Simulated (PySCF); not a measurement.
**C7H9FO2: full NMR table**

- Formula: C7H9FO2
- SMILES: CC=C=C[C@@H](F)OC(C)=O
- InChI: InChI=1S/C7H9FO2/c1-3-4-5-7(8)10-6(2)9/h3,5,7H,1-2H3/t4?,7-/m0/s1
- Point group of the computed structure: C1
- Degrees of unsaturation: 3
- Carbon signals: 7
- Proton signals: 5

Structure with atom numbers: `[CH3:1][CH:2]=[C:3]=[CH:4][C@@H:5]([F:6])[O:7][C:8]([CH3:9])=[O:10]`. Hydrogens are named by the atom that carries them.

PySCF 2.14.0 with density-fitted response routines calculation with shielding tensors at PBE0/pcSseg-1 (GIAO) and structure optimised with GFN2-xTB; relativity neglected, in vacuum, fast rotation and ring inversion assumed for equivalent nuclei, one conformer.

Shifts are taken against calculated references (same method and geometry level): ¹H, ¹³C against TMS; ¹⁹F vs CFCl3; ¹⁷O vs H2O.

| carbon | δC, type | δH (multiplicity) | HMBC from (2–3 bonds) | span of the C tensor (ppm) |
| --- | --- | --- | --- | --- |
| C1 | 17.7, CH3 | 1.91 (m) | H(C2) | 22 |
| C2 | 96.4, CH | 5.60 (m) | H(C4), H(C1) | 162 |
| C3 | 219.1, C | – | H(C5), H(C4), H(C2), H(C1) | 66 |
| C4 | 93.6, CH | 5.62 (m) | H(C5), H(C2) | 136 |
| C5 | 106.7, CH | 7.13 (m) | H(C4) | 55 |
| C8 | 174.4, C | – | H(C5), H(C9) | 167 |
| C9 | 23.3, CH3 | 2.21 (s) | – | 51 |

Other nuclei:
```json
{"atoms": "F6", "nucleus": "¹⁹F", "environment": "fluorine on an sp3 carbon", "δ (ppm)": "-130.6", "σ (ppm)": "301.5"}
{"atoms": "O10", "nucleus": "¹⁷O", "environment": "ester carbonyl oxygen", "δ (ppm)": "441.7", "σ (ppm)": "-105.6"}
{"atoms": "O7", "nucleus": "¹⁷O", "environment": "ester alkoxy oxygen", "δ (ppm)": "259.0", "σ (ppm)": "77.1"}
```

Carbon types of the structure: 2 × C, 3 × CH, 2 × CH3, which accounts for all hydrogens. δC 219.1: central carbon of an allene; the central sp carbon of an allene is among the most deshielded carbons of hydrocarbons. δC 174.4: ester carbonyl carbon; lone-pair donation from the attached heteroatom keeps it upfield of a ketone carbonyl. δC 106.7: allylic sp3 CH bonded to F and O; 2 electronegative neighbours deshield it. δC 96.4, 93.6: terminal carbon of a cumulated C=C=C unit. δC 17.7: allylic methyl carbon; saturated and bonded to C and H only.

Splittings by ¹⁹F in the carbon and heteronuclear signals aren't shown, as no couplings were computed. Shifts are as computed. Against solution values, carbons near 30 ppm lie about +3 ppm off and those near 130 ppm about +5 ppm. Of 1211 compounds with measured shifts, 218 miss one by over three times the rms of a fit or turn the order of signals round; such compounds aren't used in these exercises. Unscaled 19F shifts against computed CFCl3 carry errors that often reach 10 to 50 ppm. Unscaled 17O shifts of doubly bonded oxygen tend to come out too high, by tens of ppm or more. Experimental scales use liquid or dissolved standards, which lie at an offset from isolated H2O (liquid H2O: subtract about 36 ppm). Multiplicities follow the n + 1 count of equivalent neighbours, as no J values were calculated; m marks all less simple cases, F and P coupling included.
